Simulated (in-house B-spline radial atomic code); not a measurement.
RPA and G0W0 on LC-wPBE: Ar³⁺

Configuration [Ne] 3s2 3p3, highest spin, mean-field start LC-wPBE. Computed with an all-electron radial atomic-structure program (B-spline basis): all electrons, scalar-relativistic (spin-free one-electron X2C), finite nucleus, each spin shell either full or empty, empty states to l = 9 with an (l + 1/2)⁻⁴ tail; G0W0 by contour deformation at full frequency.

Command:
```bash
python run_gw.py task.json out
```
Settings (radii: box in bohr, nucleus in fm):
```
Z                        18
electrons                15
configuration            [Ne] 3s2 3p3
hamiltonian              x2c
method                   lc_wpbe
lmax                     9
rms_radius               3.4274
spin_polarised           True
box_radius               14.14
intervals                69
```

Time taken, with all properties: 3.2 s on 1 thread of Arm Neoverse N1, with other jobs on the host.

Energies (hartree):

```tsv
term	value
mean-field total	-526.15094
Hartree-Fock functional on these orbitals	-525.67310
direct second order	-0.9746
second-order exchange	0.354
SOSEX correction	0.32658
```

Q: What is the RPA correlation energy, and what remains with SOSEX?

A: RPA gives -0.87291 hartree (-1.58 eV per electron); RPA + SOSEX gives -0.54633, and the second-order doubles -0.6206 hartree (no singles). SOSEX takes back 37 % of the RPA value.

Quasi-particle levels (eV):

```json
{"level": "3p up", "occupied": "yes", "mean field": "-56.77", "Σx - vxc": "-2.34", "Σc": "?", "QP weight": "?", "G0W0": "?"}
{"level": "3s down", "occupied": "yes", "mean field": "-67.64", "Σx - vxc": "-0.02", "Σc": "-2.34", "QP weight": "0.958", "G0W0": "-70.00"}
{"level": "2p down", "occupied": "yes", "mean field": "-283.17", "Σx - vxc": "-23.65", "Σc": "7.26", "QP weight": "0.887", "G0W0": "-299.56"}
{"level": "3p down", "occupied": "no", "mean field": "-42.41", "Σx - vxc": "4.37", "Σc": "-2.78", "QP weight": "0.956", "G0W0": "-40.81"}
```

G0W0 = mean field + (Σx - vxc) + Σc, with Σc (partial-wave tail included) taken at the quasi-particle energy. Only the outer levels were computed. Levels of low weight are left out.

Q: Where does G0W0 put 3p up?

A: At -59.44 eV, with Σc = -0.34 eV and a quasi-particle weight of 0.957. The tabulated removal energy is 59.58 ± 0.18 eV (NIST, semi-empirical); the calculation leaves out spin-orbit coupling, Breit and QED terms, and what these don't explain is the method's own error.
